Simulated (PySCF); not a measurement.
Isomers of C7H7N, one conformer each; single-point electronic energies without zero-point terms and without any empirical dispersion term.

Level: PBE0/pcSseg-1 in PySCF, non-relativistic, each on one gas-phase PBE0-D3(BJ)/def2-SVP geometry that isn't relaxed in the solvent. The solvent is an IEF-PCM continuum (van der Waals radii × 1.2). Specific hydrogen bonds and non-electrostatic terms are outside this model.

```
                              isomer  relative energy, gas (kJ/mol)  dipole (D)
                `c1cc(ccc1)/C=N\[H]`                            0.0        3.02
`N#C[C@]12C[C@@H]3[C@H](C1)[C@@H]32`                          228.9        4.37
```

Task: How do the relative energies look in cyclohexane (ε = 2.017)?

Result: 
```json
{"isomer": "`c1cc(ccc1)/C=N\\[H]`", "relative energy, solvent (kJ/mol)": "0.0", "E(solvent) − E(gas) (kJ/mol)": "-11.4", "dipole in solvent (D)": "3.36"}
{"isomer": "`N#C[C@]12C[C@@H]3[C@H](C1)[C@@H]32`", "relative energy, solvent (kJ/mol)": "230.0", "E(solvent) − E(gas) (kJ/mol)": "-10.4", "dipole in solvent (D)": "4.87"}
```

The order is unchanged. Conformers: `[H]/[N:1]=[CH:2]\[c:3]1[cH:4][cH:5][cH:6][cH:7][cH:8]1` with N1–C2–C3–C4 0°. `c1cc(ccc1)/C=N\[H]` gains most from the continuum, while `N#C[C@]12C[C@@H]3[C@H](C1)[C@@H]32` has the largest gas-phase dipole. The gains span 1.0 kJ/mol, the gas-phase energies 228.9 kJ/mol.
